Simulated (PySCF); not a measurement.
# What a mistake does to a calculation on AlBClH2

All numbers below are calculated, not measured. They come from PySCF 2.14.0, an open-source quantum chemistry program, on an isolated molecule that a program drew, which may never have been made. The molecule is AlBClH2 (charge 0, doublet), drawn as the SMILES string `[BH][AlH][Cl]`.

Each row is a Hartree-Fock (HF) and frozen-core CCSD(T) single point in the cc-pV(D+d)Z basis, meant for a local HF minimum. Run 1 is clean. Each other run has one planted mistake out of seven kinds, and not every kind appears here: one electron removed, one electron added, multiplicity raised by two, geometry at a saddle point, minimal basis STO-3G, one bond length entered in bohr, all coordinates scaled. The reference is restricted for singlets and unrestricted otherwise, and also for a bond in bohr. Adding or removing an electron swaps singlet and doublet. Electrons count all cores. HOMO and LUMO are orbital energies over both spins, the gradient is its largest component, and the lowest frequency (negative if imaginary) is given only where the gradient is small. Bond lengths are over the 4 bonds as drawn. T1 is the CCSD diagnostic: over 0.02 (restricted) or 0.045 (unrestricted) a single reference is doubtful.

Geometry of the clean run:
```xyz
5
AlBClH2, angstrom
B    -1.1173   -0.0540   -1.2730
Al   -2.5904   -1.4756   -1.2827
Cl   -3.2225   -2.2300    0.5986
H    -0.2627    0.7706   -1.2728
H    -3.2702   -2.0324   -2.5814
```

| run | electrons | basis functions | <S^2> | HOMO (eV) | LUMO (eV) | gradient (hartree/bohr) | lowest frequency (cm^-1) | mean bond (Å) | longest bond (Å) | T1 | HF (hartree) | CCSD(T) (hartree) | mistake |
|---|---|---|---|---|---|---|---|---|---|---|---|---|---|
| 1 | 37 | 70 | 0.759 | -8.59 | 0.64 | 9.7e-06 | 161 | 1.7315 | 2.123 | 0.0124 | -727.26515 | -727.56634 | no fault |
| 2 | 38 | 70 | 0.000 | -0.64 | 6.55 | 3.7e-02 | - | 1.7315 | 2.123 | 0.0154 | -727.25326 | -727.59281 | one electron added |
| 3 | 37 | 70 | 0.762 | -8.54 | 0.55 | 3.3e-02 | - | 1.8596 | 2.280 | 0.0147 | -727.24678 | -727.55056 | all coordinates scaled |
| 4 | 37 | 25 | 0.766 | -6.46 | 6.42 | 3.7e-02 | - | 1.7315 | 2.123 | 0.0123 | -719.10420 | -719.17884 | ? |

**Which mistake was planted in run 4, and what did it cost?**

It has 25 basis functions where the clean run has 70, with the same electrons and geometry. So the mistake is: minimal basis STO-3G. Subtracting run 1 and multiplying by 627.51 kcal/mol a hartree, the energy moved by 5121.1 kcal/mol in HF and 5263.2 kcal/mol in CCSD(T).

